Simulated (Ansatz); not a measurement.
This geometry of C$_{2}$H$_{8}$FNOSi (14 atoms, charge 0, multiplicity 1) is a first-order saddle point.

Method: RKS PBE0-D4/def2-SVP in Ansatz.

```xyz
14
Properties=species:S:1:pos:R:3
C -0.448 -1.602 0.614
Si 0.329 -0.012 -0.002
N 0.984 -0.299 -1.565
O 1.472 0.581 1.067
C -0.920 1.417 -0.098
F -1.053 1.952 1.185
H -0.037 -1.857 1.602
H -0.253 -2.450 -0.061
H -1.540 -1.505 0.719
H 1.257 -1.236 -1.833
H 1.577 0.392 -2.012
H 1.103 1.262 1.643
H -0.565 2.217 -0.772
H -1.918 1.111 -0.458
```

Question: Which two structures does it join? (They come from a converged band through this point; their orientation in space is the band's.)

Answer: No bond is made or broken. The dihedral H8–C1–Si2–O4 goes from -178 to -56°. The two ends are copies of one structure, up to a mirror image or an exchange of like atoms.

First end point:

```xyz
14
Properties=species:S:1:pos:R:3
C -0.451 -1.580 0.618
Si 0.335 -0.003 0.006
N 1.073 -0.313 -1.515
O 1.414 0.626 1.119
C -0.948 1.387 -0.172
F -1.161 1.925 1.100
H 0.313 -2.332 0.873
H -1.130 -2.014 -0.132
H -1.035 -1.379 1.530
H 1.382 -1.252 -1.737
H 1.690 0.374 -1.933
H 1.004 1.292 1.682
H -0.583 2.195 -0.833
H -1.915 1.046 -0.579
```

Last end point:

```xyz
14
Properties=species:S:1:pos:R:3
C -0.451 -1.585 0.606
Si 0.335 -0.012 -0.015
N 0.956 -0.298 -1.593
O 1.506 0.557 1.035
C -0.919 1.414 -0.069
F -1.027 1.929 1.226
H -0.966 -1.395 1.560
H 0.307 -2.363 0.788
H -1.190 -1.979 -0.108
H 1.225 -1.239 -1.858
H 1.562 0.384 -2.035
H 1.157 1.224 1.639
H -0.585 2.228 -0.738
H -1.923 1.106 -0.410
```

Question: How far does it lie above each of them?

Answer: 1.4 kcal/mol above the first and 1.4 kcal/mol above the second. This is the barrier of this one path; another mechanism may lie lower.

Time of the run: 2.3 min on 2 threads of Intel(R) Xeon(R) 6975P-C (Granite Rapids), with other jobs on the host, peak memory 0.35 GiB.
